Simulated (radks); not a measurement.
Results of a calculation; reference values are marked as such.
These are the eigenvalues of the occupied orbitals of an atom or ion with whole-number occupations (hartree). Level of theory: Dirac Kohn-Sham, PBE, spin-unpolarised, spherical densities, point nucleus (a radial shooting solver on a logarithmic mesh with Libxc functionals).

1s1/2: -2248.684
2s1/2: -381.4284
2p1/2: -363.7996
2p3/2: -325.3233
3s1/2: -86.66200
3p1/2: -78.89324
3p3/2: -70.72845
3d3/2: -57.52396
3d5/2: -55.74107
4s1/2: -17.72714
4p1/2: -14.58225
4p3/2: -12.72225
4d3/2: -7.55048
4d5/2: -7.20971
5s1/2: -2.57494
5p1/2: -1.68678
5p3/2: -1.43431
4f5/2: -0.89280
4f7/2: -0.83891
6s1/2: -0.39174
5d3/2: -0.35446
5d5/2: -0.33684

Which element is it, and in what charge state? The configuration may be excited. Open shells, if any, are shared by 2j + 1.

Answer. Z = 70, ytterbium, charge +1: Yb+ in [Xe] 4f12 5d2 6s1. The list shows which subshells hold electrons but not how many an open one holds; the 1s level, -2248.7 hartree, gives Z - s = 67.1 by -(Z - s)^2/2, which with screening and relativity narrows Z to a few neighbours, and the depths of the outer levels then fix element, charge and occupations together.
